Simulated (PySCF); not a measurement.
PdBr2 (triplet). All numbers come from UPBE0/[Pd def2-SVP with ECP28, Br def2-SVP], scalar-relativistic core potentials, density fitting, no spin–orbit coupling, PySCF.

Harmonic bands of its minimum:

| ω (cm⁻¹) | IR (km/mol, summed over degenerate members) | degeneracy |
| --- | --- | --- |
| 39 | 1.9 | 2 |
| 214 | 0.0 | 1 |
| 328 | 51.1 | 1 |

**Question.** The central atom is Pd. Infer the point group and assign the bands.

**Answer.** D∞h. The modes span πu + σg+ + σu+: 39 πu, 214 σg+, 328 σu+. The computed geometry has Pd–Br 2.329 Å (×2); Br–Pd–Br 180.0°.

Only a few start shapes were tried, so a lower isomer may exist. Open d and f shells are described by one determinant, and the ground state may have another occupation or spin.
